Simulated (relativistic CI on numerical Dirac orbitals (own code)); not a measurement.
## Magnetism of Mo²⁺, 4d4, in a crystal field

Calculated by Dirac-Coulomb-Breit CI, orbitals from a KLI potential per configuration, model QED, valence Slater integrals scaled by 0.9, one configuration in a parametric crystal field (own radial code). With so little scaling, terms lie 10 to 35 % too far apart, which can change the order of excited levels.

Field parameters in Wybourne normalisation: D3d B²₀ = −7Dσ, B⁴₀ = −14Dq − 21Dτ, B⁴₃ = −14√(10/7) Dq; D4h B²₀ = −7Ds, B⁴₀ = 21(Dq − Dt), B⁴₄ = 21√(5/14) Dq; Oh B⁴₀ = 21Dq, B⁴₄ = √(5/14) B⁴₀; Td as Oh with Dq negative (B⁴₀ = 21Dq, B⁴₄ = √(5/14) B⁴₀). The field is a parameter set, without covalency.

S is read from ⟨S²⟩ = S(S + 1).

Powder χT (cm³ K mol⁻¹) by Van Vleck's formula, with temperature-independent terms:

```csv
Field,2 K,5 K,10 K,20 K,50 K,100 K,200 K,300 K
"D3d, 10Dq = 15100, Dσ = -700, Dτ = -460 cm⁻¹",0.0441,0.11,0.221,0.441,1.05,1.67,2.18,2.39
"D4h, 10Dq = 16150, Ds = 1940, Dt = 300 cm⁻¹",1.2,1.73,1.93,2.12,2.5,2.72,2.82,2.85
"D4h, 10Dq = 21400, Ds = 2860, Dt = 1200 cm⁻¹",1.81,1.99,2.14,2.39,2.74,2.86,2.9,2.91
"Oh, 10Dq = 13400 cm⁻¹",0.0563,0.141,0.282,0.563,1.35,2.1,2.55,2.67
"Oh, 10Dq = 15950 cm⁻¹",0.0199,0.0498,0.0995,0.199,0.498,0.979,1.64,1.95
"Oh, 10Dq = 17550 cm⁻¹",0.0151,0.0378,0.0755,0.151,0.378,0.751,1.32,1.6
"Oh, 10Dq = 19900 cm⁻¹",0.015,0.0374,0.0748,0.15,0.374,0.742,1.3,1.55
"Td, 10Dq = -8700 cm⁻¹",0.0397,0.0993,0.199,0.397,0.931,1.38,1.7,1.92
```

Q: For Oh, 10Dq = 19900 cm⁻¹: what effective moment follows at 300 K?

A: μ_eff = √(8χT) = 3.52 μB. The ground level has S = 1.06; the spin-only moment for S = 1 is 2.83 μB. The difference comes from the orbital moment, spin-orbit mixing of terms and temperature-independent paramagnetism, all larger in this ionic model than in covalent complexes. The ground level is a non-magnetic singlet, so χT starts at zero and rises through temperature-independent paramagnetism and the filling of excited levels.
